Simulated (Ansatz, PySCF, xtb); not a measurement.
Stretching the Pb1–H2 bond in H2OPb (SMILES [OH][PbH]) (multiplicity 1 held, fragments rigid). Energies count from the point at 1.879 Å.
Geometry at that point (charge 0, multiplicity 1):
```
atom    x (Å)    y (Å)    z (Å)
----  -------  -------  -------
Pb    -0.1201  -0.1016   0.1405
H     -1.4864   0.0214  -1.1432
O      1.2989   0.8935  -1.0580
H      0.9450   1.1577  -1.9145
```

Restricted levels (R-, RO-) in cc, def2 and unpolarised 6-31G sets keep to the state of the molecule at rest. U- levels take the lowest unrestricted solution at each point, which mixes spins at long bonds. Active spaces are followed from a long bond inwards. Left out are points that failed, MP2 points that dive below the minimum, coupled-cluster points behind a jump of the amplitudes or a sharp parting from full CI or MRCI, small-basis points behind a change of solution, and semi-empirical points at long bonds. Levels need not reach the same state.

Cores are frozen in the correlated methods. Filled d and f shells under p-block atoms count as core. Rows in LANL2DZ carry no dispersion term and start afresh at each structure. LANL2DZ brings its own core potentials from Na on.

Codes used: Ansatz (a first-principles code); PySCF for LANL2DZ rows; xtb for the GFN methods. Each number belongs to the level named beside it. In def2 rows elements past Kr take small-core potentials, without spin–orbit coupling. The GFN methods have no spin term and hold the electronic entropy of 300 K.

Energies in kJ/mol.

```csv
R (Å),GFN2-xTB,R-HF/def2-TZVPP,R-BP86/LANL2DZ,U-CCSD/def2-TZVPP,"SC-NEVPT2 on CASSCF(2,2)/def2-TZVPP","FIC-MRCISD+Q on CASSCF(2,2)/def2-TZVPP"
1.503,90,94,91,102,105,102
1.691,14,15,(withheld),19,21,19
1.879,0,0,0,0,0,0
2.067,13,17,12,12,11,12
2.255,39,48,38,40,36,39
2.536,91,107,(withheld),92,83,88
2.818,147,167,139,144,129,136
3.288,230,257,213,211,187,198
3.758,290,332,269,241,220,233
4.321,333,402,(withheld),250,235,249
5.073,355,470,left out,252,240,255
6.012,left out,524,left out,253,241,256
```

Problem. Complete the blanks.

Solution. 
- 2.536, R-BP86/LANL2DZ: 88
- 4.321, R-BP86/LANL2DZ: 314
- 1.691, R-BP86/LANL2DZ: 17

Doubts at one or more of the structures used: a restricted determinant that unrestricted orbitals would lower (R-HF/def2-TZVPP); a spin-contaminated determinant (U-CCSD/def2-TZVPP); T1 above 0.05 (U-CCSD/def2-TZVPP).
